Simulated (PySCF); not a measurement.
C3H6O, SMILES CC(O)=C. Geometry: PBE-D3(BJ)/def2-SVP. The values are those of a single conformer.

All values below come from PBE-D3(BJ)/def2-SVP in PySCF.

Harmonic wavenumbers (cm⁻¹): 175, 401, 461, 467, 496, 700, 750, 858, 942, 979, 1020, 1168, 1315, 1356, 1391, 1392, 1409, 1686, 2974, 3046, 3084, 3104, 3194, 3688. Rotational constants (GHz): 10.01, 8.977, 4.878; symmetry number 1.

Task: Work out the zero-point energy and the ideal-gas rigid-rotor harmonic-oscillator thermochemistry at 298.15 K and 1 atm.

Result: ZPE = ½ Σ hcν = ½ × 36056 cm⁻¹ = 215.66 kJ/mol. H − E(el) = 231.07 kJ/mol. Entropy in J/(mol K): translation 159.40, rotation 100.88, vibration 28.01, total 288.29. G − E(el) = 145.12 kJ/mol. Cp = 81.11 J/(mol K).
